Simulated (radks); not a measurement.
Valence configurations of Pt II (all share [Xe]). All-electron calculation, scalar-relativistic Kohn-Sham, r2SCAN, spin-unpolarised, spherical densities, finite nucleus; meta-GGA in the generalised Kohn-Sham scheme; Fermi nuclear charge, rms radius 5.427 fm. Program: a radial shooting solver on a logarithmic mesh with Libxc functionals. Energies are relative to 4f14 5d9; eigenvalues in eV.

\begin{tabular}{lrrrrr}
valence & E (eV) & e(4f) & e(5d) & e(6p) & e(6s) \\ \hline
4f14 5d9 & 0.000 & -78.937 & -14.379 & - & - \\
4f14 5d8 6s1 & 2.371 & -82.373 & -16.731 & - & -13.878 \\
4f14 5d8.5 6p0.5 & 4.394 & -81.533 & -16.377 & -7.059 & - \\
4f14 5d7 6s2 & 5.729 & -86.009 & -19.164 & - & -15.294 \\
4f13.5 5d9 6s0.5 & 34.850 & -86.115 & -16.151 & - & -13.239 \\
4f13 5d10 & 69.500 & -89.892 & -15.500 & - & - \\
4f13 5d9 6s1 & 72.969 & -93.542 & -18.037 & - & -14.026 \\
4f13 5d9 6p1 & 80.080 & -95.355 & -19.719 & -7.923 & - \\
4f12 5d9 6s2 & 159.41 & -109.08 & -22.108 & - & -15.669 \\
4f12 5d9 6p2 & 175.30 & -112.60 & -25.356 & -9.565 & - \\
\end{tabular}

NIST lists [Xe] 4f14 5d9 as the ground configuration; this level of theory agrees among the configurations tried. The energies are those of spherical spin-averaged densities, not of single terms.
